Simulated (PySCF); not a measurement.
# F³⁺ (fluorine, charge +3): UHF calculation

Configuration: [He] 2s2 2p2, high-spin 3P determinant. All numbers are calculated (PySCF 2.14, the spin-free X2C one-electron Hamiltonian (Gaussian nucleus), in x2c-TZVPall (5s3p2d1f, 31 functions)).

| Quantity | Value |
| --- | --- |
| Total energy | -95.409225 hartree |
| One-electron energy | -118.2908 hartree |
| Hartree (Coulomb) energy | 31.3601 hartree |
| Exchange energy | -8.4786 hartree |
| ⟨S²⟩ | 2.0034 |
| ⟨L²⟩ | 2.006 |
| Sum of ⟨r⟩ | 3.746 bohr |
| Sum of ⟨r²⟩ | 3.564 bohr² |
| Traceless quadrupole moment −½Σ⟨3z² − r²⟩ along its main axis | 0.330 e·bohr² |
| Langevin diamagnetic susceptibility | -2.82 ×10⁻⁶ cm³/mol |
| Time after the integrals | 0.06 s of wall time on 1 thread of Neoverse-V2 (shared host) |

| shell | electrons | mean orbital energy (hartree) | rms radius, mean of both spins (bohr) |
| --- | --- | --- | --- |
| 1s α | 1 | -29.33759 | 0.203 |
| 1s β | 1 | -29.19803 | 0.203 |
| 2s α | 1 | -3.98048 | 0.958 |
| 2s β | 1 | -3.53653 | 0.958 |
| 2p α | 2 | -3.23750 | 0.908 |
